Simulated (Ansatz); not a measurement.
Consider the substitution at a C–C bond: `CCCC(=O)OC` + `C#CCO` → `C#CCOC(=O)OC` + propane.

Computed with Ansatz on PBE0-D4/def2-TZVP structures; ΔE is electronic, products minus reactants. CCSD(T)/CBS adds triple-zeta CCSD(T) − MP2 to the extrapolated MP2 energy (def2 sets, frozen cores). This one scheme is used for every species. DFT in def2-TZVPP. Each species was taken in one conformer, which may not be the lowest.

Task: Is it downhill or uphill in electronic energy at CCSD(T)/CBS, and by how much? (Best estimate.)

Result: Ansatz gave: Downhill: ΔE = -2.7 kcal/mol.

Task: What do these levels give: r2SCAN-D4, r2SCAN, CCSD/def2-TZVPP, MP2/def2-QZVPP, SCS-MP2/def2-QZVPP, HF/CBS(def2)? (Estimate.)

Result: Ansatz gave: r2SCAN-D4 -5.0, r2SCAN -5.0, CCSD/def2-TZVPP -3.7, MP2/def2-QZVPP -3.0, SCS-MP2/def2-QZVPP -3.2, HF/CBS(def2) -5.8 kcal/mol.

Largest T1 diagnostic among the species: 0.014.

In def2-TZVPP, CCSD(T) changes the Hartree–Fock value by +2.2 kcal/mol (the triples alone add −0.0 kcal/mol) and MP2 by +2.3 kcal/mol.
